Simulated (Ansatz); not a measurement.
System: BOF, charge 1, doublet. BOF+ (parent SMILES O=BF, doublet).
B3LYP-D3(BJ)/def2-TZVP minimum from Ansatz (a program for electronic structure):
```
B
F 1 1.2292
O 1 1.3118 2 180.00
```
Charge +1, spin multiplicity 2.

Hartree-Fock and MP2 correlation energies in hartree (Ansatz). Radicals and triplets start from unrestricted determinants; spin-orbit coupling is neglected. Correlated methods leave the cores frozen. No relativity. The spin of BFO+ (parent SMILES O=BF, doublet) was assumed, and the state is the lowest solution found for it.

```json
[
 {"basis": "cc-pVTZ", "X": "3", "E(HF)": "-198.74224", "E(corr, MP2)": "-0.49737"},
 {"basis": "cc-pVQZ", "X": "4", "E(HF)": "-198.75824", "E(corr, MP2)": "-0.54026"},
 {"basis": "cc-pV5Z", "X": "5", "E(HF)": "-198.76225", "E(corr, MP2)": "withheld"}
]
```

### Question
Fit E(corr) = E∞ + A/X³ to X = 3 and 4, predict X = 5, and compare with the run.

### Answer
A = (-0.49737 - (-0.54026))/(1/27 - 1/64) = 2.0031; E∞ = -0.54026 - A/64 = -0.57156; at X = 5, E∞ + A/125 = -0.55553. The run gave -0.55811, 2.58 mEh below the prediction. The same form on X = 4 and 5 gives E∞ = -0.57684, 5.28 mEh below the first estimate.
